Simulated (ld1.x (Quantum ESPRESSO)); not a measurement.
Transferability test, PAW potential for manganese (Mn)

- Element: Mn (Z = 25)
- Generator: ld1.x (Quantum ESPRESSO) 7.5
- Type: PAW
- Functional: PBE
- Relativity: scalar-relativistic
- Frozen core: [Ar]
- Valence charge: 7
- Reference configuration: 3d5 4s2 4p0
- Partial waves: 4s (bound): rcut 2.25, rcutus 2.65 bohr; 4s channel at 0.35 Ry: rcut 2.25, rcutus 2.65 bohr; 4p (bound, empty): rcut 2.20, rcutus 2.75 bohr; 4p channel at 4.5 Ry: rcut 2.20, rcutus 2.75 bohr; 3d (bound): rcut 1.40, rcutus 1.55 bohr; 3d channel at 0.95 Ry: rcut 1.40, rcutus 1.55 bohr
- Local potential: all-electron potential smoothed inside 1.25 bohr (lloc = -1)
- Core correction: a·sin(br)/r model core, default radius (ld1.x builds one for every PAW set, though the input has nlcc=.false.)
- Augmentation charge: PSQ, radius 1.05 bohr

Energies are relative to the spin-unpolarised reference configuration 3d5 4s2 4p0; without spin polarisation the order of configurations can differ from experiment.

```csv
valence configuration,charge,ΔE all-electron (eV),error AE − PS (meV)
3d5 4s1 4p0,+1,8.416,+3.4
3d4 4s0 4p0,+3,56.534,-377
3d6 4s1 4p0,0,-0.358,-74
3d5.5 4s1.5 4p0,0,-0.482,-24
3d6 4s0 4p0,+1,6.813,-85
3d5 4s1.5 4p0,+0.5,3.361,+0.3
```

Task: What are ΔE and the potential's error for 3d5 4s0 4p0?

Result: ΔE = 24.015 eV all-electron; the error (AE − PS) is +57 meV.

Levels in the configuration 3d4 4s0 4p0:

| level | all-electron (eV) | pseudo (eV) |
| --- | --- | --- |
| 3d | -41.203 | -42.175 |

Note: ghost state, extra bound levels that the all-electron valence spectrum of the same l lacks: s at -162.1 eV. A true bound ghost makes a file unfit for plane-wave use.
